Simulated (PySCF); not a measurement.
Löwdin shares of the frontier orbitals

Compound: BrFH₃PSi.
Structure used (PBE0-D3(BJ)/def2-SVP), in Å, numbered top down from 1:
```
atom  x, y, z in Å
F1    -1.497   -0.308    1.421
Si2   -0.725   -0.319   -0.004
P3     1.482   -0.205    0.398
Br4   -1.512    1.383   -1.190
H5    -1.079   -1.572   -0.717
H6     1.760    0.001   -0.989
H7     1.434    1.191    0.695
```

Method: TDDFT PBE0/def2-SVPD, vertical, gas phase, core orbitals frozen in the response in PySCF 2.14.0, density-fitted response routines. Relativistic effects, spin–orbit coupling among them, are left out although an element past zinc is present.

Frontier orbitals with the atoms that hold most of them (Löwdin shares over 4%, at most four atoms; ? is withheld):

| orbital | ε (eV) | atoms |
| --- | --- | --- |
| LUMO+2 | 0.28 | P3 28%, Br4 22%, Si2 21%, H6 14% |
| LUMO+1 | -0.41 | Si2 32%, P3 25%, Br4 10%, H5 9% |
| LUMO | -0.69 | ? |
| HOMO | -7.97 | ? |
| HOMO-1 | -8.88 | Br4 76%, Si2 10%, P3 6%, H5 4% |
| HOMO-2 | -9.22 | Br4 63%, P3 16%, Si2 12% |
| HOMO-3 | -9.88 | P3 30%, Si2 20%, Br4 17%, F1 11% |

Q: Which atoms hold the LUMO, and with what shares?

A: P3 (bonded to Si and 2 H) 30%; Br4 (bonded to Si) 30%; Si2 (bonded to Br, F, P and H) 24%; H5 (bonded to Si) 6%.

Q: Give the leading atoms of the HOMO.

A: P3 (bonded to Si and 2 H) 52%; Br4 (bonded to Si) 29%; Si2 (bonded to Br, F, P and H) 8%; H6 (bonded to P) 4%.

Q: The HOMO–LUMO gap is 7.28 eV. Where does the response calculation put the lowest singlet, and from which orbitals?

A: S1 is at 6.16 eV (f = 0.010), 1.12 eV below the gap, made of HOMO→LUMO+1 (87%), HOMO→LUMO (11%). Its leading pair isn't HOMO and LUMO; the energies of that pair differ by 7.57 eV. Without the coupling terms of the response equations the lowest excitation would equal the gap.

Q: One configuration dominates each of S1, S2, S3 and S6. Which, and how do the shares of the two leading atoms of either orbital change from the occupied to the empty one?

A: 
- S1 (6.16 eV, f 0.010), HOMO→LUMO+1 (87%): P3 52% → 25%, Br4 29% → 10%, Si2 8% → 32%
- S2 (6.31 eV, f 0.122), HOMO→LUMO (80%): P3 52% → 30%, Br4 29% → 30%
- S3 (6.85 eV, f 0.0078), HOMO-1→LUMO (93%): Br4 76% → 30%, Si2 10% → 24%, P3 6% → 30%
- S6 (7.23 eV, f 0.015), HOMO-1→LUMO+1 (73%): Br4 76% → 10%, Si2 10% → 32%, P3 6% → 25%

Löwdin shares depend on the basis, the more so with diffuse functions.

One conformer stands for the species.
